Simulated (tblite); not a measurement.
C₇H₁₀ClNSi.
Numbering: `[Cl:1][CH2:2][CH2:3][SiH2:4][c:5]1[cH:6][cH:7][cH:8][cH:9][n:10]1` (hydrogens: H11, H12 on C2; H13, H14 on C3; H15, H16 on Si4; H17 on C6; H18 on C7; H19 on C8; H20 on C9)

Computed with GFN2-xTB (tblite), gas phase: L-BFGS steps from a force-field or distance-geometry start until the largest atomic force falls under 0.01 eV/Å.

Step 20: E = -796.2647 eV
```
atom  x, y, z in Å  |  force x, y, z in eV/Å
Cl1     4.0491   -0.3610   -1.7141    0.005  -0.023   0.001
C2      2.5863    0.3004   -0.9156   -0.017  -0.018   0.017
C3      2.4267   -0.2623    0.4785   -0.011   0.013   0.004
Si4     0.9370    0.5028    1.3985    0.004  -0.018  -0.056
C5     -0.6840    0.1386    0.4876   -0.004  -0.011   0.019
C6     -1.7782   -0.4850    1.0828    0.020  -0.004   0.010
C7     -2.9319   -0.6881    0.3452    0.015   0.004   0.018
C8     -2.9618   -0.2498   -0.9683   -0.011  -0.031  -0.005
C9     -1.8271    0.3660   -1.4774   -0.004  -0.014  -0.006
N10    -0.7233    0.5538   -0.7786   -0.044  -0.048   0.033
H11     1.7425    0.0369   -1.5508   -0.031   0.033   0.009
H12     2.7141    1.3825   -0.9061   -0.014  -0.025   0.021
H13     3.3346   -0.0708    1.0532   -0.017   0.016  -0.012
H14     2.3173   -1.3478    0.4237    0.003   0.040  -0.026
H15     1.0924    1.9568    1.4903    0.025   0.006   0.018
H16     0.8518   -0.1106    2.7280    0.017   0.007   0.048
H17    -1.7188   -0.8066    2.1123    0.029   0.013  -0.025
H18    -3.7897   -1.1778    0.7860    0.008   0.016  -0.017
H19    -3.8399   -0.3905   -1.5794    0.009   0.028  -0.030
H20    -1.8024    0.7231   -2.4990    0.018   0.016  -0.021
```

Step 21: E = -796.2653 eV
```
atom  x, y, z in Å  |  force x, y, z in eV/Å
Cl1     4.0406   -0.3622   -1.7218   -0.001  -0.022   0.009
C2      2.5833    0.3019   -0.9142   -0.009  -0.024   0.016
C3      2.4271   -0.2633    0.4796   -0.001   0.015  -0.008
Si4     0.9384    0.5008    1.4000   -0.017  -0.010  -0.042
C5     -0.6822    0.1354    0.4889   -0.017  -0.011  -0.002
C6     -1.7780   -0.4859    1.0820    0.006  -0.008   0.022
C7     -2.9320   -0.6876    0.3447    0.020   0.004   0.005
C8     -2.9603   -0.2498   -0.9689   -0.004  -0.027  -0.010
C9     -1.8248    0.3649   -1.4778    0.000  -0.014  -0.001
N10    -0.7215    0.5500   -0.7775   -0.019  -0.025   0.009
H11     1.7357    0.0414   -1.5462   -0.022   0.044   0.014
H12     2.7160    1.3837   -0.9026   -0.024  -0.037   0.018
H13     3.3341   -0.0698    1.0548   -0.007   0.012  -0.018
H14     2.3202   -1.3489    0.4236    0.001   0.040  -0.024
H15     1.0914    1.9559    1.4832    0.026   0.000   0.025
H16     0.8542   -0.1076    2.7331    0.018   0.015   0.028
H17    -1.7203   -0.8061    2.1109    0.030  -0.001   0.014
H18    -3.7909   -1.1763    0.7850    0.014   0.019  -0.017
H19    -3.8375   -0.3901   -1.5804   -0.009   0.027  -0.042
H20    -1.7985    0.7242   -2.4995    0.016   0.002   0.005
```

Q: Estimate the geometry and energy of step 22. (The exact step hangs on the optimiser's Hessian estimate; all steps are aligned on step 21, rigid shifts and turns removed.)

A: E = -796.2659 eV, largest force 0.056 eV/Å
```
atom  x, y, z in Å  |  force x, y, z in eV/Å
Cl1     4.0341   -0.3637   -1.7274   -0.010  -0.021   0.016
C2      2.5808    0.3026   -0.9130   -0.001  -0.020   0.005
C3      2.4272   -0.2637    0.4803    0.005   0.013  -0.014
Si4     0.9391    0.4991    1.4006   -0.028   0.001  -0.011
C5     -0.6810    0.1327    0.4898   -0.024  -0.012  -0.017
C6     -1.7778   -0.4867    1.0817   -0.006  -0.010   0.024
C7     -2.9318   -0.6872    0.3443    0.014  -0.001  -0.007
C8     -2.9593   -0.2504   -0.9696    0.002  -0.015  -0.020
C9     -1.8232    0.3637   -1.4782    0.001  -0.015   0.001
N10    -0.7206    0.5464   -0.7765    0.010   0.000  -0.016
H11     1.7302    0.0456   -1.5425   -0.015   0.045   0.015
H12     2.7170    1.3838   -0.8995   -0.026  -0.034   0.014
H13     3.3334   -0.0685    1.0558    0.005   0.010  -0.019
H14     2.3223   -1.3490    0.4229   -0.002   0.026  -0.019
H15     1.0914    1.9552    1.4784    0.024  -0.009   0.028
H16     0.8565   -0.1048    2.7375    0.017   0.025  -0.001
H17    -1.7207   -0.8057    2.1100    0.027  -0.013   0.047
H18    -3.7916   -1.1747    0.7839    0.014   0.018  -0.013
H19    -3.8357   -0.3892   -1.5820   -0.020   0.023  -0.041
H20    -1.7953    0.7252   -2.4998    0.013  -0.011   0.026
```

The energy changes by -0.0005 eV. The first-order estimate −F·Δx gives -0.0007 eV and the mean of the old and new forces, exact on a quadratic surface, -0.0005 eV. The step makes an angle of 73° with the force vector and moves no atom by more than 0.009 Å.

What follows is the cost of the whole relaxation. The run took 1.1 s on one thread, Arm Neoverse N1 (aarch64), no GPU (shared host).
